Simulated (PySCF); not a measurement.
Species: C$_{4}$H$_{7}$O, net charge 0, doublet state. It need not be the lowest isomer of its formula. SMILES: C[C](C)C=O
Coordinates optimised at B3LYP-D3(BJ)/def2-TZVP (Ansatz):
```
C
C 1 1.4288
O 2 1.2319 1 124.44
H 2 1.1064 3 120.02 1 180.00
C 1 1.4844 2 120.23 4 -180.00
H 5 1.0878 1 110.89 2 0.00
H 5 1.0956 6 109.17 1 122.15
H 5 1.0956 6 109.17 7 115.69
C 1 1.4854 2 120.28 4 0.00
H 9 1.0905 1 112.01 2 0.00
H 9 1.0959 10 108.38 1 -122.67
H 9 1.0959 10 108.38 11 -114.65
```
Charge 0, spin multiplicity 2.

Dispersion corrections to the total energy (kcal/mol) from the dftd3 and dftd4 libraries through PySCF: D3(BJ) without and D4 with the three-body term, each with the damping fitted for the functional named.

```tsv
functional	D3(BJ)	D4
revPBE	___	-16.87
LC-wPBE	-4.73	-5.31
HSE06	-3.23	___
PBE	___	-4.83
HF	-41.67	-18.44
CAM-B3LYP	-3.86	-4.01
B3LYP	-8.85	-7.68
```

**Question.** Fill in the missing entries.

**Answer.** 
- revPBE, D3(BJ): -13.72
- HSE06, D4: -3.71
- PBE, D3(BJ): -5.29
